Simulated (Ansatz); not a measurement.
The cluster GeI₂. Total charge 0; singlet. Geometry B3LYP-D4/def2-TZVP; atoms count from 1.

```xyz
3

Ge    1.0322   -0.0121   -0.3000
I    -0.1527    1.5985    1.3359
I    -0.8795   -1.5864   -1.0358
```

In the def2 sets I takes a core potential; there is no spin–orbit coupling. The structure comes from a short search, and lower isomers may exist.

Q: Estimate the Mulliken populations from the PBE0/def2-TZVP orbitals of Ansatz.

A: 
```
atom  charge (e)
 Ge1        0.43
  I2       -0.22
  I3       -0.22
```
Mulliken values and Mayer orders depend strongly on the basis.

Q: And the Mayer bond orders between bonded heavy atoms (over 0.3)?

A: Ge1–I2 1.18 (2.58 Å); Ge1–I3 1.18 (2.58 Å).
